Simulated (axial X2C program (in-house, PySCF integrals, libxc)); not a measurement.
**ZrCN: properties at the nuclei**

Calculated with an axial X2C code built on PySCF integrals: two-component X2C with atomic mean-field Coulomb and Gaunt terms, Gaussian nuclei, basis Zr dyall-v3z, C dyall-v3z, N dyall-av3z with contracted cores.

Zr–C–N held linear, with bonds 2.198 and 1.163 Å (near the PBE0 minimum at charge 0 of the determinant lowest at the starting distance; the state shown can have its own minimum elsewhere, held linear; other orders of the atoms were not compared).

Determinant lowest in the PBE0 search, Ω = 3/2 (⟨Sz⟩ = -1.50, ⟨Lz⟩ = 3.00 at PBE0), spin on the atoms Zr -1.50, C 0.05, N -0.05:

```json
{"level": "PBE0", "Eeff magnitude (GV/cm)": "1.96", "Ws magnitude Zr (kHz)": "0.609", "A∥/gI Zr (MHz)": "-543", "qzz Zr (a.u.)": "-1.54", "A∥/gI C (MHz)": "8.57", "qzz C (a.u.)": "-0.60", "A∥/gI N (MHz)": "19.7", "qzz N (a.u.)": "-1.17", "μ (D)": "-6.56"}
{"level": "HF", "Eeff magnitude (GV/cm)": "2.75", "Ws magnitude Zr (kHz)": "0.867", "A∥/gI Zr (MHz)": "-457", "qzz Zr (a.u.)": "-2.13", "A∥/gI C (MHz)": "9.49", "qzz C (a.u.)": "-0.72", "A∥/gI N (MHz)": "12.9", "qzz N (a.u.)": "-1.35", "μ (D)": "-6.15"}
{"level": "LDA", "Eeff magnitude (GV/cm)": "1.92", "Ws magnitude Zr (kHz)": "0.591", "A∥/gI Zr (MHz)": "-613", "qzz Zr (a.u.)": "-1.32", "A∥/gI C (MHz)": "9.01", "qzz C (a.u.)": "-0.57", "A∥/gI N (MHz)": "24.3", "qzz N (a.u.)": "-1.11", "μ (D)": "-6.37"}
```

Determinant 0.13 eV from it at PBE0 and this distance, Ω = 9/2 (⟨Sz⟩ = 1.50, ⟨Lz⟩ = 3.00 at PBE0), spin on the atoms Zr 1.50, C -0.05, N 0.05:

```csv
level,Eeff magnitude (GV/cm),Ws magnitude Zr (kHz),A∥/gI Zr (MHz),qzz Zr (a.u.),A∥/gI C (MHz),qzz C (a.u.),A∥/gI N (MHz),qzz N (a.u.),μ (D)
PBE0,1.91,0.199,455,-1.54,-1.9,-0.60,4.63,-1.17,-6.58
HF,2.7,0.285,398,-2.11,-3.33,-0.72,4.13,-1.35,-6.19
LDA,1.88,0.193,486,-1.34,-0.896,-0.56,5.65,-1.11,-6.38
```

Eeff is the effective electric field on the electron electric dipole moment in this Ω state and Ws the scalar–pseudoscalar constant of the nucleus named (defined with the proton number Z and per Ω); A∥ (defined per Ω) follows by multiplying with gI = μI/(I μN); qzz is the electric field gradient, eQq0 = 234.96 MHz × Q/barn × qzz; μ is positive if the N end (last atom) is positive. The operators were transformed with the bare-nucleus X2C matrices; with these basis sets, hyperfine constants and field gradients can be off by tens of per cent, and where levels differ in sign neither size nor sign is settled.

(1) With gI(91Zr) = -0.5214, Q(91Zr) = -0.176 barn, gI(13C) = 1.4048, gI(14N) = 0.4038, Q(14N) = 0.02044 barn (g factors from the IAEA table of nuclear moments by Stone; Q from Pyykkö, Mol. Phys. 2018), turn the PBE0 values of the first state into constants in MHz.

The molecule was held linear; bending was not examined, so a bent shape may lie lower.

Each state is one determinant with collinear spin, which with several unpaired electrons need not be a pure state. Unrestricted Hartree–Fock can overshoot spin polarisation at the nuclei. With several open shells hyperfine constants can be off by a factor of several. The search compared states at one distance, so a state with another bond length can lie lower. PBE0 term energies can be off by some tenths of an eV.

Answers

(1) A∥(91Zr) = -543 × -0.5214 = 283 MHz; eQq0(91Zr) = 234.96 × (-0.176) × (-1.54) = 63.7 MHz; A∥(13C) = 8.57 × 1.4048 = 12 MHz; A∥(14N) = 19.7 × 0.4038 = 7.95 MHz; eQq0(14N) = 234.96 × (0.02044) × (-1.17) = -5.62 MHz.
